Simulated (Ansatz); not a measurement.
Consider the formal exchange of groups at the Si–Ge bond: `[GeH3][SiH2][GeH2][SiH2][GeH2][GeH3]` + `[SiH3][SiH2][GeH3]` → `[GeH3][SiH2][SiH2][SiH2][GeH2][GeH3]` + `[GeH3][SiH2][GeH3]`.

Computed with Ansatz on PBE0-D4/def2-TZVP structures; ΔE is electronic, products minus reactants. CBS: MP2 limit from def2 TZ/QZ plus the TZ coupled-cluster correction, frozen cores. DFT in def2-TZVPP. B3LYP here is the variant with VWN-RPA as its local correlation; programs differ in this. HSE06 is defined as in plane-wave codes. For Ge outer-core shells are correlated without core-valence functions, which leaves a few kJ/mol of doubt a bond. Scalar relativity is left out up to krypton. Each species was taken in one conformer, which may not be the lowest.

(1) Is it downhill or uphill in electronic energy at CCSD(T)/CBS, and by how much? (An estimate is asked.)

(2) What do these levels give: PBE0-D4, B3LYP-D4, HSE06-D4, ωB97X-V, r2SCAN, CCSD/def2-SVP, HF/def2-TZVPP, MP2/def2-TZVPP, SCS-MP2/def2-TZVPP, CCSD/def2-TZVPP, HF/def2-QZVPP, SCS-MP2/def2-QZVPP? (An estimate is asked.)

Largest T1 diagnostic among the species: 0.013.

## Answers

(1) Computed: Uphill: ΔE = +0.16 eV.

(2) The calculation gave: PBE0-D4 0.11, B3LYP-D4 0.15, HSE06-D4 0.11, ωB97X-V 0.13, r2SCAN 0.12, CCSD/def2-SVP 0.13, HF/def2-TZVPP 0.17, MP2/def2-TZVPP 0.19, SCS-MP2/def2-TZVPP 0.19, CCSD/def2-TZVPP 0.17, HF/def2-QZVPP 0.16, SCS-MP2/def2-QZVPP 0.18 eV.

At CCSD(T), def2-SVP lies −0.04 eV from the extrapolated value and def2-TZVPP +0.00 eV. Leaving LDA and LC-ωPBE aside and taking each functional with its dispersion term where it has one, the values, not all of them listed here, spread over 0.12 eV, from B97M-V to B2PLYP.
